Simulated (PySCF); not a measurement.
## Calculated data, CH$_{5}$BOSi, BH$_{4}$NSi$_{2}$, CH$_{4}$BNSi, CH$_{4}$B$_{2}$F and others

Calculation on a computer-drawn molecule: optimised geometry and harmonic frequencies of an isolated molecule of the commonest isotopes, restricted reference for singlets and unrestricted otherwise, frozen core in MP2. Program: PySCF 2.14.0.

Common to all runs: multiplicity 1; method HF.

(1) CH$_{5}$BOSi

Start structure:
```xyz
9
CH5BOSi
B      0.1211     2.6573     1.3147
Si     0.4159     0.8048     1.0893
O      0.6901    -0.0444    -0.2907
C      0.8012    -1.3893    -0.5798
H      1.0059     3.2922     1.6546
H     -0.9193     3.0329     1.4984
H      0.9476    -1.4374    -1.6974
H      0.0137    -1.8826    -0.2278
H      1.7978    -1.8247    -0.1007
```

* charge: 0
* basis: cc-pV(D+d)Z
* rotational constants: 16.49, 3.464, 2.988 GHz
* total energy: -429.2098 hartree
* convergence status largest gradient component: 5.99e-06 hartree/bohr

Drawn bonds:
| atom | other atom | order |
| --- | --- | --- |
| 1 | 2 | 1 |
| 2 | 3 | 1 |
| 3 | 4 | 1 |
| 1 | 5 | 1 |
| 1 | 6 | 1 |
| 4 | 7 | 1 |
| 4 | 8 | 1 |
| 4 | 9 | 1 |

Optimised structure:
```xyz
9
CH5BOSi
B      0.1545     2.4305     1.2911
Si    -0.2091     0.4063     1.3997
O      0.6786     0.0691     0.0360
C      0.8848    -1.2006    -0.5284
H      1.1018     2.9359     1.8367
H     -0.5737     3.1751     0.6862
H      0.5034    -1.2082    -1.5502
H      0.3799    -1.9842     0.0442
H      1.9538    -1.4152    -0.5547
```

Modes:
| frequency (cm⁻¹) | reduced mass (dalton) |
| --- | --- |
| 123.1 | 1.093 |
| 133.5 | 3.063 |
| 164.2 | 2.913 |
| 244.2 | 1.104 |
| 316.3 | 3.932 |
| 510.6 | 1.244 |
| 608.7 | 4.952 |
| 769.7 | 6.846 |
| 928.3 | 1.496 |
| 1208 | 5.188 |
| 1244 | 1.187 |
| 1276 | 1.27 |
| 1299 | 1.468 |
| 1591 | 1.142 |
| 1594 | 1.048 |
| 1607 | 1.044 |
| 2644 | 1.055 |
| 2715 | 1.122 |
| 3169 | 1.034 |
| 3250 | 1.102 |
| 3267 | 1.108 |

(2) BH$_{4}$NSi$_{2}$

Start structure:
```xyz
8
BH4NSi2
B     -2.0612    -0.5856     0.6005
Si    -1.8976     1.1292    -0.1703
Si    -1.7008     3.1947    -1.1349
N     -0.7315     4.0056    -2.0560
H     -3.0510    -0.8011     1.3097
H     -1.1833    -1.3165     0.4626
H     -2.8494     4.0037    -0.7637
H      0.1164     3.6989    -2.4389
```

- charge: 0
- basis: cc-pV(D+d)Z
- rotational constants: 9.113, 2.501, 2.252 GHz
- total energy: -659.2155 hartree
- convergence status largest gradient component: 3.031e-05 hartree/bohr

Drawn bonds:
| atom | other atom | order |
| --- | --- | --- |
| 1 | 2 | 1 |
| 2 | 3 | 1 |
| 3 | 4 | 2 |
| 1 | 5 | 1 |
| 1 | 6 | 1 |
| 3 | 7 | 1 |
| 4 | 8 | 1 |

Optimised structure:
```xyz
8
BH4NSi2
B     -1.9134     0.0618     0.3050
Si    -1.2478     1.6969     1.2028
Si    -1.8107     2.9143    -0.7764
N     -0.9678     3.2081    -2.0781
H     -3.0590    -0.2900     0.3995
H     -1.1588    -0.6291    -0.3262
H     -3.1491     3.5347    -0.6751
H     -0.0518     2.8323    -2.2425
```

Modes:
| frequency (cm⁻¹) | reduced mass (dalton) |
| --- | --- |
| 70.23 | 3.04 |
| 128.1 | 2.903 |
| 166.6 | 3.906 |
| 377.3 | 1.436 |
| 380.2 | 3.381 |
| 425.2 | 1.562 |
| 458.2 | 1.202 |
| 644.8 | 4.681 |
| 661 | 1.2 |
| 802.8 | 1.069 |
| 895.7 | 1.167 |
| 922.2 | 1.35 |
| 1201 | 5.072 |
| 1216 | 1.236 |
| 2316 | 1.042 |
| 2654 | 1.052 |
| 2736 | 1.122 |
| 3826 | 1.079 |

(3) CH$_{4}$BNSi

Start structure:
```xyz
8
CH4BNSi
C      0.4784     1.5075    -2.0418
B      0.3515     1.3767    -0.6951
N      0.2029     1.1666     0.7079
Si     1.2351     0.1832     1.6906
H     -0.0701     1.0359    -2.7899
H      1.1481     2.3046    -2.4954
H     -0.5121     1.7237     1.1106
H      0.5056     0.4702     2.9521
```

* charge: 0
* basis: cc-pV(D+d)Z
* rotational constants: 29.7, 2.764, 2.573 GHz
* total energy: -408.2373 hartree
* convergence status largest gradient component: 2.145e-05 hartree/bohr

Drawn bonds:
| atom | other atom | order |
| --- | --- | --- |
| 1 | 2 | 2 |
| 2 | 3 | 1 |
| 3 | 4 | 1 |
| 1 | 5 | 1 |
| 1 | 6 | 1 |
| 3 | 7 | 1 |
| 4 | 8 | 1 |

Optimised structure:
```xyz
8
CH4BNSi
C      0.4861     1.5593    -2.0549
B      0.3363     1.3953    -0.6854
N      0.2052     1.2152     0.6867
Si     1.2142     0.1418     1.6419
H     -0.0452     0.9384    -2.7669
H      1.1415     2.3151    -2.4720
H     -0.5234     1.7486     1.1294
H      0.5246     0.4548     2.9601
```

Modes:
| frequency (cm⁻¹) | reduced mass (dalton) |
| --- | --- |
| 159.6 | 5.165 |
| 205.6 | 1.254 |
| 370.8 | 1.607 |
| 408.2 | 1.203 |
| 474.2 | 7.388 |
| 727.8 | 3.11 |
| 785.4 | 1.275 |
| 796.6 | 1.134 |
| 854.7 | 1.952 |
| 940.7 | 1.748 |
| 1028 | 1.995 |
| 1343 | 1.281 |
| 1458 | 1.192 |
| 1825 | 8.394 |
| 2113 | 1.043 |
| 3304 | 1.062 |
| 3385 | 1.11 |
| 3769 | 1.075 |

(4) CH$_{4}$B$_{2}$F

Start structure:
```xyz
8
CH4B2F
C      0.3910     0.6740     2.8132
B      0.9647     0.1566     1.6061
B      1.6256    -0.6331     0.3478
F      2.6320     0.1506    -0.3871
H     -0.4579     1.2938     2.8455
H      0.7262     0.5137     3.8113
H      1.9651    -1.7967     0.6042
H      0.6784    -0.7852    -0.5787
```

* charge: -1
* basis: aug-cc-pVDZ
* rotational constants: 29.68, 3.288, 3.097 GHz
* total energy: -189.0239 hartree
* convergence status largest gradient component: 1.873e-05 hartree/bohr

Drawn bonds:
| atom | other atom | order |
| --- | --- | --- |
| 1 | 2 | 2 |
| 2 | 3 | 1 |
| 3 | 4 | 1 |
| 1 | 5 | 1 |
| 1 | 6 | 1 |
| 3 | 7 | 1 |
| 3 | 8 | 1 |

Optimised structure:
```xyz
8
CH4B2F
C      0.3732     0.6772     2.8334
B      0.9547     0.1262     1.6682
B      1.5915    -0.6341     0.2592
F      2.6636     0.1337    -0.3799
H     -0.4824     1.3447     2.7953
H      0.7578     0.4714     3.8278
H      2.0160    -1.7532     0.5970
H      0.6508    -0.7922    -0.5387
```

Modes:
| frequency (cm⁻¹) | reduced mass (dalton) |
| --- | --- |
| 160.5 | 1.144 |
| 180 | 4.831 |
| 242.9 | 1.533 |
| 468.3 | 5.906 |
| 550.2 | 1.298 |
| 650.7 | 3.458 |
| 713 | 1.434 |
| 882.2 | 2.339 |
| 894.1 | 5.754 |
| 1045 | 1.111 |
| 1169 | 1.364 |
| 1223 | 1.093 |
| 1386 | 1.332 |
| 1613 | 3.513 |
| 2304 | 1.1 |
| 2335 | 1.051 |
| 3252 | 1.061 |
| 3317 | 1.108 |

(5) CH$_{2}$BClSi

Start structure:
```xyz
6
CH2BClSi
C      0.0954    -0.8450     0.0971
B     -0.7372     0.2377    -0.3656
Si    -1.8871     0.8583    -1.6478
Cl    -2.7786     2.6621    -1.6208
H      0.7056    -0.8287     1.0558
H      0.2847    -1.7937    -0.4119
```

- charge: 0
- basis: cc-pV(D+d)Z
- rotational constants: 9.266, 2.403, 1.908 GHz
- total energy: -812.1046 hartree
- convergence status largest gradient component: 3.285e-05 hartree/bohr

Drawn bonds:
| atom | other atom | order |
| --- | --- | --- |
| 1 | 2 | 2 |
| 2 | 3 | 1 |
| 3 | 4 | 1 |
| 1 | 5 | 1 |
| 1 | 6 | 1 |

Optimised structure:
```xyz
6
CH2BClSi
C      0.0539    -0.7795     0.0646
B     -0.8278    -0.1142    -0.7859
Si    -2.0990     0.7644    -2.0708
Cl    -2.2829     2.5358    -0.9307
H      0.4159    -0.3397     0.9885
H      0.4227    -1.7762    -0.1589
```

Modes:
| frequency (cm⁻¹) | reduced mass (dalton) |
| --- | --- |
| 91.83 | 5.152 |
| 191.7 | 5.264 |
| 310.7 | 2.576 |
| 346.3 | 1.04 |
| 503.8 | 28.58 |
| 519.8 | 6.51 |
| 736.3 | 1.961 |
| 900.6 | 1.324 |
| 1387 | 1.253 |
| 1646 | 4.112 |
| 3294 | 1.063 |
| 3376 | 1.109 |
